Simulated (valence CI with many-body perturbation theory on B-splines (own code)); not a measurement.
**Ba35+: what the settings do**

Computed by configuration interaction combined with many-body perturbation theory (CI+MBPT): three valence electrons over a frozen Dirac-Fock core [Ar], a basis of 6 s, 6 p, 5 d, 5 f, 1 g functions for each j, with the one-electron correlation potential Σ1 (screened to all orders), the two-electron term Σ2, the three-electron term Σ3, Breit, model QED; selected single and double excitations, second order for the rest, scaled by the run's own slope (own B-spline code, finite nucleus).

No measured spectrum was set against this ion. As an estimate, large intervals hold to a few tenths of a per cent, small ones and those within an open d or f shell to about a per cent. Only levels of the ground parity were solved; by the run's estimate the other parity begins above the list, which can be wrong where configurations are misplaced.

The reference run has the lowest level (3d3/2^3) J=3/2 and an ionisation energy of 2350.57 eV. Its largest variational space holds 2233 state functions.

Levels are named by their leading jj configuration (3d3/2^4 stands for four electrons in 3d with j = 3/2), which in mixed levels can hold well under half, so a name can repeat and another be missing. Letters in brackets count levels of one name in rising energy.

Reference levels: (3d3/2^2 3d5/2) J=5/2 [a] 111173, (3d3/2^2 3d5/2) J=3/2 155456, (3d3/2^2 3d5/2) J=7/2 159197, (3d3/2^2 3d5/2) J=9/2 171433, (3d3/2^2 3d5/2) J=1/2 180458, (3d3/2^2 3d5/2) J=5/2 [b] 273777, (3d3/2 3d5/2^2) J=7/2 [a] 280194, (3d3/2 3d5/2^2) J=9/2 297040, (3d3/2 3d5/2^2) J=3/2 [a] 326730, (3d3/2 3d5/2^2) J=1/2 341501, (3d3/2 3d5/2^2) J=11/2 354736, (3d3/2 3d5/2^2) J=5/2 [a] 373575 cm⁻¹.

(1) Rank these changes by the mean size of the shift of these levels, smallest first.
A. scale of Σ1 1 → 0; scale of Σ2 1 → 0; three-electron term on → off
B. cutoff of virtual states (hartree) 6272 → 9600
C. scale of Σ1 1 → 0.9

Results:

(1) B (1 cm⁻¹), C (140 cm⁻¹), A (2400 cm⁻¹).
